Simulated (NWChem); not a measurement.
Species: SiBr4; SMILES Br[Si](Br)(Br)Br

Results from NWChem. Structure relaxed at the PBE0/def2-SVP level. B3LYP is NWChem's, with the RPA form of VWN correlation.

For level B3LYP/3-21G:

```
Quantity                     Result
---------------------------  ------
highest occupied level (eV)   -8.26
```

Problem. How do the values read with level B3LYP/aug-cc-pVTZ instead?

Solution. 
| Property | Value |
|---|---|
| highest occupied level (eV) | -8.44 |
